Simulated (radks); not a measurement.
Task: The niobium ion Nb+, configuration [Kr] 5p4 (not the ground configuration). Method: Dirac Kohn-Sham, LDA (Slater exchange, Perdew-Wang correlation), spin-unpolarised, spherical densities, point nucleus; open shells fill j = l - 1/2 first; computed with a radial shooting solver on a logarithmic mesh with Libxc functionals. Some entries of the table are withheld. Estimate them.

| orbital | occ. | eigenvalue (hartree) | <r> (bohr) | <r^2> (bohr^2) |
|---|---|---|---|---|
| 1s1/2 | 2 | -690.8540 | 0.03613 | 0.001761 |
| 2s1/2 | 2 | -97.50071 | 0.1579 | 0.02945 |
| 2p1/2 | 2 | -89.61991 | 0.1347 | (1) |
| 2p3/2 | 4 | -86.10703 | 0.1392 | (2) |
| 3s1/2 | 2 | -17.05705 | 0.4438 | 0.2259 |
| 3p1/2 | 2 | -14.09001 | 0.4390 | 0.2247 |
| 3p3/2 | 4 | -13.51954 | 0.4496 | 0.2355 |
| 3d3/2 | 4 | -8.26283 | 0.4307 | (3) |
| 3d5/2 | 6 | -8.15640 | 0.4343 | (4) |
| 4s1/2 | 2 | (5) | 1.132 | (6) |
| 4p1/2 | 2 | (7) | 1.229 | (8) |
| 4p3/2 | 4 | (9) | 1.256 | (10) |
| 5p1/2 | 2 | -0.40273 | 3.290 | 12.20 |
| 5p3/2 | 2 | -0.39045 | 3.354 | 12.68 |

Result: 
(1) 2p1/2 <r^2> (bohr^2): 0.02227
(2) 2p3/2 <r^2> (bohr^2): 0.02365
(3) 3d3/2 <r^2> (bohr^2): 0.2239
(4) 3d5/2 <r^2> (bohr^2): 0.2274
(5) 4s1/2 eigenvalue (hartree): -3.04585
(6) 4s1/2 <r^2> (bohr^2): 1.448
(7) 4p1/2 eigenvalue (hartree): -2.19539
(8) 4p1/2 <r^2> (bohr^2): 1.722
(9) 4p3/2 eigenvalue (hartree): -2.10945
(10) 4p3/2 <r^2> (bohr^2): 1.798
